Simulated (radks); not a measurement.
The numbers below are computed, except where a source is named.
Fractional charge and spin in the 5p shell of europium: the spin-up occupation runs from 2 to 3 and the spin-down occupation from 2 to 3; the fullest corner is Eu2+, [Kr] 4d10 4f(up 3.5, down 3.5) 5s2 5p(up 3, down 3). Level of theory: scalar-relativistic Kohn-Sham, r2SCAN, spin-polarised, spherical densities, finite nucleus; meta-GGA in the generalised Kohn-Sham scheme; Fermi nuclear charge, rms radius of each element as measured or else 0.836 A^(1/3) + 0.57 fm (a radial shooting solver on a logarithmic mesh with Libxc functionals). Energy (eV) minus the two flat planes that join the four corners (they meet along the diagonal where the two added fractions sum to one electron); zero is where a piecewise linear energy would lie.

| down \ up | 2 | 2.25 | 2.5 | 2.75 | 3 |
|---|---|---|---|---|---|
| 2 | 0.000 | -1.183 | -1.575 | -1.179 | 0.000 |
| 2.25 | -1.183 | -1.488 | -1.013 | 0.239 | -1.113 |
| 2.5 | -1.575 | -1.013 | 0.319 | -0.960 | -1.480 |
| 2.75 | -1.179 | 0.239 | -0.960 | -1.406 | -1.106 |
| 3 | 0.000 | -1.113 | -1.480 | -1.106 | 0.000 |

Corners above the fullest one (they belong to Eu3+ and the next ion): (up 3, down 2) 43.846 eV, (up 2, down 3) 43.846 eV, (up 2, down 2) 101.19 eV. With half an added electron in each spin the energy lies 0.319 eV from the planes, and with half an added electron in spin up alone -1.575 eV. The planes are only a guide here: the flat-plane condition holds for ground states with one frontier orbital, while this shell lies below other occupied shells, so the corners above the fullest one are inner-hole states and not the ground states of those ions.
